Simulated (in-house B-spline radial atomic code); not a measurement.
Settings and results of a run for Hf²⁺ (with a hole in an inner shell). Method: Dirac-Hartree-Fock, average of the jj configuration, Fermi nucleus of rms radius 5.347 fm. Calculated with a B-spline radial code for spherical atoms.

In the input, a minus or plus after the letter marks the j = l - 1/2 or j = l + 1/2 subshell.

Command:
```bash
python run_scf.py task.json out
```
Settings (nuclear radius in fm, mass in u):
```
Z                72
configuration    1s2 2s2 2p6 3s2 3p6 3d10 4s2 4p6 4d10 4f-6 4f+7 5s2 5p6 5d1 6s2
hamiltonian      dirac
method           hf
spin_polarised   False
nucleus          fermi
rms_radius       5.347
atomic_mass      179.94656
speed_of_light   137.035999084
```

Output (hartree, bohr):
```
 radial grid: 81 intervals, B-splines of order 8, outer radius 60 bohr

 iter        energy (Eh)    residual
    1      -15086.758325    6.05e-01
    2      -15087.369751    3.79e-02
    3      -15087.388472    8.86e-03
    4      -15087.389057    4.31e-03
    5      -15087.389228    6.57e-04
    6      -15087.389231    2.40e-04
    7      -15087.389232    1.31e-04
    8      -15087.389232    1.83e-05
    9      -15087.389232    1.15e-06
   10      -15087.389232    2.00e-07

 total energy                    -15087.38923
 kinetic                           16867.5228
 electron-nucleus                 -37503.2510
 electron-electron                  5548.3390

 first-order corrections (not in the total)
   Gaunt                            17.4701
   retardation                      -1.8485
   frequency dependence             -0.2898
   self-energy                      12.6137
   Uehling                          -2.2965
   Wichmann-Kroll                    0.0875
   recoil                            0.0286

 orbital      occ     eigenvalue          <r>       <r^2>       <1/r>     <1/r^2>     <1/r^3>       r_max    small
 1s1/2      2.000     -2417.5374    0.0189867 0.000495043     83.7748     16661.6           -      0.0119  7.33e-02
 2s1/2      2.000      -419.2702    0.0797188  0.00757491     20.3228     2233.71           -      0.0682  1.66e-02
 2p1/2      2.000      -399.5717    0.0662047   0.0054465     20.2472     703.379           -     0.05098  1.66e-02
 2p3/2      4.000      -355.6804    0.0738901  0.00664783      17.218     404.668     14810.9     0.05757  1.51e-02
 3s1/2      2.000       -98.6343     0.207657   0.0494441     7.47048     499.367           -       0.192  5.44e-03
 3p1/2      2.000       -89.9385     0.197911   0.0456419      7.3713     159.565           -      0.1804  5.36e-03
 3p3/2      4.000       -80.3676     0.212073    0.052208     6.59641     93.3754     3331.03      0.1938  4.94e-03
 3d3/2      4.000       -65.8563     0.186419   0.0408447     6.46696     52.3781     569.217      0.1525  4.80e-03
 3d5/2      6.000       -63.7705     0.190747   0.0426283     6.28278     48.7921     489.765      0.1562  4.68e-03
 4s1/2      2.000       -21.9235     0.467888    0.247158     3.11033     120.793           -      0.4377  1.75e-03
 4p1/2      2.000       -18.3264     0.475053    0.256883     2.99727     37.8432           -      0.4389  1.66e-03
 4p3/2      4.000       -16.0818     0.505779     0.29097     2.74206     22.4296     754.562      0.4667  1.51e-03
 4d3/2      4.000       -10.1690      0.52738    0.322537     2.51974      11.533     112.586      0.4664  1.31e-03
 4d5/2      6.000        -9.6944     0.538589    0.336176     2.45373     10.6964     94.7895      0.4756  1.27e-03
 4f5/2      6.000        -2.3243     0.631189    0.496447      1.9966     5.08405     16.7907      0.4517  8.86e-04
 4f7/2      7.000        -2.2335     0.641489    0.513692     1.96694     4.93406     16.0112      0.4572  8.66e-04
 5s1/2      2.000        -3.9219      1.12451     1.41801     1.18485      20.517           -       1.014  3.69e-04
 5p1/2      2.000        -2.7443      1.23563     1.72519     1.06748     5.79679           -       1.089  3.07e-04
 5p3/2      4.000        -2.4103      1.32901     1.99582    0.978006     3.41355     102.028       1.167  2.66e-04
 5d3/2      0.400        -1.0420      1.82559     3.85586    0.701613     1.12492     8.37064       1.493  1.41e-04
 5d5/2      0.600        -1.0156       1.8726     4.05251    0.681291     1.03222      6.8704       1.534  1.33e-04
 6s1/2      2.000        -0.8279      2.89728     9.36815    0.434684     2.76979           -       2.594  5.92e-05
```

Run time, properties included: 1.7 s on 1 thread of Arm Neoverse V2, with other jobs on the host.

For the Dirac Hamiltonian the kinetic term is c α·p + (β - 1)c².
